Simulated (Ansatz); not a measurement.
Consider the formal exchange of groups at the Al–C bond: `C=[C](S)[AlH][OH]` + `N[SiH2]P` → `[OH][AlH][SiH2]P` + `C=C(N)S`.

Computed with Ansatz on PBE0-D4/def2-TZVP structures; ΔE is electronic, products minus reactants. CCSD(T)/CBS is the MP2 limit (def2-TZVPP, def2-QZVPP) plus CCSD(T) − MP2 in def2-TZVPP, frozen cores. Functionals use def2-TZVPP. B3LYP here is the variant with VWN-RPA as its local correlation; programs differ in this. One conformer a species, not always the lowest.

`C=[C](S)[AlH][OH]`:

```xyz
10

C    -0.233    1.337   -1.061
C    -0.351    0.045   -0.733
S    -1.135   -1.081   -1.834
Al    0.337   -0.613    0.953
O     1.078    0.527    1.961
H     0.251    2.029   -0.380
H    -0.603    1.754   -1.995
H    -1.004   -2.187   -1.082
H     0.205   -2.140    1.354
H     1.456    0.329    2.816
```

`N[SiH2]P`:

```xyz
9

N    -0.886    1.297   -0.092
Si   -0.423   -0.350   -0.252
P     1.832   -0.442   -0.273
H    -0.655    1.825    0.733
H    -1.747    1.618   -0.502
H    -0.942   -0.817   -1.564
H    -0.964   -1.261    0.801
H     1.925   -0.046    1.091
H     1.860   -1.825    0.058
```

`[OH][AlH][SiH2]P`:

```xyz
10

O     0.700   -1.000   -2.221
Al    0.007   -1.283   -0.697
Si   -1.076    0.635    0.343
P     0.403    1.754    1.663
H     1.212   -1.652   -2.697
H     0.208   -2.699   -0.001
H    -1.603    1.638   -0.624
H    -2.199    0.251    1.248
H     1.440    1.773    0.691
H     0.907    0.584    2.295
```

`C=C(N)S`:

```xyz
9

C    -0.614    0.755    0.692
C     0.126   -0.137    0.030
N    -0.367   -1.180   -0.733
S     1.893   -0.217    0.112
H    -1.689    0.783    0.553
H    -0.175    1.444    1.397
H     0.119   -1.344   -1.601
H    -1.370   -1.185   -0.835
H     2.077    1.082    0.386
```

| level | ΔE (kJ/mol) |
| --- | --- |
| B3LYP-D4 | 89.4 |
| ωB97X-V | 88.2 |

(1) What does CCSD(T)/CBS give? (An estimate is asked.)

Largest T1 diagnostic among the species: 0.014.

## Answers

(1) Ansatz gave: +97.5 kJ/mol. The listed levels differ from it by -8.1, -9.3 kJ/mol.

From BLYP to BHLYP (50 % exact exchange), in def2-TZVPP and without D4, ΔE moves by +13.0 kJ/mol. Leaving LDA and LC-ωPBE aside and taking each functional with its dispersion term where it has one, the values, not all of them listed here, spread over 30.3 kJ/mol, from PBE-D4 to ωB97M-V. LDA lies −4.5 kJ/mol from PBE without D4. At CCSD(T), def2-SVP lies −28.5 kJ/mol from the extrapolated value and def2-TZVPP −3.3 kJ/mol.
